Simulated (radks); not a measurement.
Valence configurations of Nb IV (all share [Kr]). Calculated with a radial shooting solver on a logarithmic mesh with Libxc functionals: Dirac Kohn-Sham, PBE, spin-unpolarised, spherical densities, point nucleus; open shells fill j = l - 1/2 first. Energies are relative to 4d2; eigenvalues in eV.

| valence | E (eV) | e(4d3/2) | e(5p1/2) | e(5s1/2) |
|---|---|---|---|---|
| 4d2 | 0.000 | -30.689 | - | - |
| 4d1 5p1 | 11.548 | -34.685 | -22.118 | - |
| 4d1.5 5s0.5 | 2.751 | -32.258 | - | -26.395 |
| 5p2 | 25.156 | - | -24.021 | - |
| 4d1 5s1 | 5.865 | -33.860 | - | -27.266 |
| 5s2 | 13.198 | - | - | -29.037 |
| 4d0.5 5s1.5 | 9.346 | -35.484 | - | -28.155 |
| 4d1.5 5p0.5 | 5.519 | -32.680 | -21.132 | - |

NIST lists [Kr] 4d2 as the ground configuration; this level of theory agrees among the configurations tried. The energies are those of spherical spin-averaged densities, not of single terms.
